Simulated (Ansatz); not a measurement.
Reaction (formal exchange of groups at a B–I bond): `C=CBI` + BH₃ → `BBC=C` + HI

Calculated with Ansatz (gas phase, PBE0-D4/def2-TZVP geometries, no zero-point term in ΔE). CCSD(T)/CBS is the MP2 limit (def2-TZVPP, def2-QZVPP) plus CCSD(T) − MP2 in def2-TZVPP, frozen cores. This one scheme is used for every species. DFT in def2-TZVPP. Elements past krypton have def2 core potentials. For I outer-core shells are correlated without core-valence functions, which leaves a few kJ/mol of doubt a bond. One conformer a species, not always the lowest.

Task: Is it downhill or uphill in electronic energy at CCSD(T)/CBS, and by how much? (An estimate is asked.)

Result: The calculation gave: Uphill: ΔE = +88.4 kJ/mol.

Task: What do these levels give: LDA (SPW92), PBE-D4, BLYP-D4, CCSD/def2-SVP, HF/def2-TZVPP, HF/def2-QZVPP? (Best estimate.)

Result: The calculation gave: LDA (SPW92) 65.1, PBE-D4 73.3, BLYP-D4 76.0, CCSD/def2-SVP 82.5, HF/def2-TZVPP 86.7, HF/def2-QZVPP 86.4 kJ/mol.

Largest T1 diagnostic among the species: 0.012.

At CCSD(T), def2-SVP lies −3.8 kJ/mol from the extrapolated value and def2-TZVPP −1.2 kJ/mol. Leaving LDA and LC-ωPBE aside and taking each functional with its dispersion term where it has one, the values, not all of them listed here, spread over 21.2 kJ/mol, from B97M-V to PBE-QIDH. LDA lies −6.0 kJ/mol from PBE without D4. From BLYP to BHLYP (50 % exact exchange), in def2-TZVPP and without D4, ΔE moves by +7.5 kJ/mol.
